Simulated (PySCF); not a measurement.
# How the method moves the HOMO and LUMO of `[SiH3]OC1C=C1`

Compound: C3H6OSi.
Z-matrix (Å and degrees, PBE0-D3(BJ)/def2-SVP geometry), rows numbered from 1:
```
Si
O   1  1.6664
C   2  1.4027  1  122.79
C   3  1.4736  2  118.21  1   152.81
C   4  1.3050  3   64.14  2  -107.90
H   1  1.4976  2  110.98  3    57.20
H   1  1.4875  2  106.65  3   176.96
H   1  1.4974  2  111.31  3   -63.17
H   3  1.1034  2  111.61  1   -59.35
H   4  1.0878  3  146.09  5   176.31
H   5  1.0879  3  146.97  4  -176.31
```

Basis pcSseg-2 throughout (PySCF), one geometry. The structure is a single PBE0-D3(BJ)/def2-SVP conformer in the gas phase; no vibrational or solvent corrections.

Problem. How do the orbital energies, the gap and the dipole change with the method?

Solution. 
```
   method                    kind  HOMO (eV)  LUMO (eV)  gap (eV)  μ (D)  SCF cycles
     BLYP                     GGA      -6.22      -1.22      5.00   1.29          16
     OPBE                     GGA      -6.29      -1.20      5.09   1.25          17
      PBE                     GGA      -6.33      -1.35      4.98   1.27          16
    B97-D                     GGA      -6.33      -1.21      5.12   1.28          16
      KT2                     GGA      -6.41      -1.29      5.12   1.28          16
     BP86                     GGA      -6.43      -1.41      5.02   1.29          16
      KT3                     GGA      -6.43      -1.25      5.18   1.26          16
      LDA                     LDA      -6.46      -1.60      4.86   1.29          15
    B97-2           global hybrid      -7.44      -0.29      7.14   1.30          14
    B3LYP           global hybrid      -7.48      -0.52      6.97   1.31          15
     PBE0           global hybrid      -7.70      -0.26      7.44   1.30          13
 mPW1PW91           global hybrid      -7.73      -0.26      7.47   1.31          13
BHandHLYP           global hybrid      -8.97       0.85      9.81   1.34          12
CAM-B3LYP  range-separated hybrid      -9.09       0.87      9.97   1.34          12
  wB97X-D  range-separated hybrid      -9.57       1.60     11.17   1.32          12
  LC-wPBE  range-separated hybrid     -10.42       2.10     12.52   1.35          14
       HF            Hartree–Fock     -10.50       2.87     13.37   1.37          11
```

The HOMO spans 4.28 eV, from BLYP down to HF, and the gap runs from 4.86 eV (LDA) to 13.37 eV (HF). Over the methods BLYP (0 %), OPBE (0 %), PBE (0 %), B97-D (0 %), KT2 (0 %), BP86 (0 %), KT3 (0 %), LDA (0 %), B97-2 (21 %), B3LYP (20 %), PBE0 (25 %), mPW1PW91 (25 %), BHandHLYP (50 %), HF (100 %), a straight line through the gap against the share of exact exchange rises by 0.86 eV for each 10 % (correlation coefficient 0.997). The dipole ranges from 1.25 D (OPBE) to 1.37 D (HF). This basis has no diffuse functions.
